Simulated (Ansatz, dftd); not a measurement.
Reaction: SiHCl2 (SMILES Cl[SiH]Cl, doublet) → SiHCl2- (SMILES Cl[SiH-]Cl) (an electron is taken up)
Each species at its own B3LYP-D3(BJ)/def2-TZVP minimum (Ansatz, a program for electronic structure).

Property: adiabatic electron affinity (electronic), positive where energy is released, in eV. UHF or UKS for unpaired electrons; spin-orbit terms are left out. Correlated methods leave the cores frozen. Rows without X2C or -DK are non-relativistic. CBS(X,Y): correlation extrapolated as X^-3, Hartree-Fock from the larger set. A bracket is a step between two methods taken in the basis named. The functionals are non-relativistic, so their misses hold any scalar relativity. 'core' is core correlation in cc-pwCVTZ (1s frozen past Ne), 'X2C' scalar relativity in cc-pVTZ-DK, both at CCSD(T). def2-TZVPD holds few diffuse functions, which lowers the functionals' binding of the extra electron.

```csv
level,program,adiabatic electron affinity (eV),difference against the last row
HF/aug-cc-pV(T+d)Z,Ansatz,1.26,-1.10
B3LYP-D3(BJ)/def2-TZVPD,Ansatz + dftd3,2.36,0.00
r2SCANh/def2-TZVPD,Ansatz,2.07,-0.29
CCSD/aug-cc-pV(Q+d)Z,Ansatz,2.24,-0.12
CCSDT(Q)/aug-cc-pV(D+d)Z,Ansatz,2.35,-0.01
"CCSD(T)/CBS(aug-cc-pV(T+d)Z,aug-cc-pV(Q+d)Z) + [CCSDT(Q) - CCSD(T)]/aug-cc-pV(D+d)Z + core + X2C",Ansatz,2.36,0.00
```
